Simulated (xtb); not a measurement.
C₆H₆, triplet, at a GFN2-xTB geometry (a higher spin typed on purpose: for a closed-shell molecule this is an excited state). Base run: GFN0-xTB in xtb 6.7.1.

Geometry (Å):
```xyz
12

C     -0.8451     1.1285     0.2218
C     -1.3944    -0.0687    -0.0983
C     -0.5710    -1.2070    -0.3057
C      0.8299    -1.1235    -0.0880
C      1.4068     0.0605     0.2322
C      0.6028     1.2719     0.0868
H     -1.4489     1.9810     0.4924
H     -2.4682    -0.1984    -0.0879
H     -1.0306    -2.1772    -0.4081
H      1.4089    -2.0370    -0.0699
H      2.4469     0.1334     0.5105
H      0.9175     1.9275    -0.7297
```
Charge 0, spin multiplicity 3.
All else is at xtb's defaults.
Base energy -15.81826 Eh.

The base run was repeated with changes; each row names its change, and settings that it needs were set with it.

```csv
change,ΔE vs base (kcal/mol)
base,0.000
etemp = 10,0.000
etemp = 1000,-0.012
```
